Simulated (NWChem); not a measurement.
## Correlation energy of ClSi (+1)

```
Si
Cl 1 1.9939
```
Charge +1, spin multiplicity 1.

Everything below was run with NWChem. All single points use one geometry, from PBE/def2-SVP, a minimum by its harmonic frequencies.

Basis set: def2-TZVP. Each correlation energy counts from its own Hartree-Fock reference.

The correlated methods keep 10 core orbitals frozen. The structure started from a generated list of species. No row is a measurement; the coupled-cluster row has its own basis-set and correlation limits.

### Question
One of these methods gave a correlation energy of -253.0 mHa. Which?
(A) CCSD(T)
(B) CCSD
(C) CR-CCSD(T)
(D) MP2

### Answer
D, MP2. The others give -291.8 (CR-CCSD(T)), -294.5 (CCSD(T)), -280.8 (CCSD).
